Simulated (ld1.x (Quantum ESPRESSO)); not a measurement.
## ruthenium: one change to a TM semilocal potential, before and after

```json
{
  "Element": "Ru (Z = 44)",
  "Generator": "ld1.x (Quantum ESPRESSO) 7.5",
  "Type": "norm-conserving Troullier–Martins (semilocal form)",
  "Functional": "PBE",
  "Relativity": "scalar-relativistic",
  "Frozen core": "[Kr]",
  "Valence charge": "8",
  "Reference configuration": "4d6.5 5s0 5p0 (charge +1.5)",
  "Partial waves": "5s (bound, empty): rc 2.20 bohr; 4d (bound): rc 1.70 bohr; 4f channel at 0.05 Ry: rc 3.40 bohr; 5p (bound, empty): rc 3.40 bohr",
  "Local potential": "the p channel",
  "Core correction": "none"
}
```

Change: all radii scaled by about 1.35 (s 2.98, p 4.60, d 2.30, f 4.60 bohr).

Cutoffs: the cutoffs (Ry, on a coarse ladder) from which the occupation-weighted sum of valence levels, in a spherical-Bessel basis at the reference potential, stays within 10 and 1 mRy of its value at 400 Ry; they do not see the model core or the augmentation charge, which bear on the density cutoff. Errors are all-electron minus pseudo energies relative to the spin-unpolarised reference configuration.

Q: Predict the effect on cutoff, ghosts and configuration errors.

A: The potential gets softer (50 Ry and 60 Ry → 40 Ry and 45 Ry); of the 7 tests that both files solve, the error grows in 3 and shrinks in 2 by more than 15 % and 0.3 meV (median size 44.1 → 27.2 meV); neither file shows a bound ghost. A larger radius leaves more room for a smooth pseudo-wave, so fewer plane waves are needed. A semilocal file is local in each channel, so a ghost entry of none says nothing of the separable form that plane-wave codes build from it.

```tsv
quantity	base	changed
cutoff, loose	50 Ry	40 Ry
cutoff, tight	60 Ry	45 Ry
bound ghosts	none	none
error for 4d7 5s1 5p0, meV [ΔE -14.93 eV]	+65	+56
error for 4d7 5s0 5p0, meV [ΔE -7.64 eV]	-1.2	-4.6
error for 4d6 5s0 5p0, meV [ΔE 10.54 eV]	-5.9	-8.7
error for 4d7.5 5s0.5 5p0, meV [ΔE -15.25 eV]	+44	+27
error for 4d4 5s0 5p0, meV [ΔE 85.68 eV]	-360	-316
error for 4d7 5s0.5 5p0, meV [ΔE -12.07 eV]	+30	+23
error for 4d6 5s2 5p0, meV [ΔE -13.23 eV]	+44	+62
```
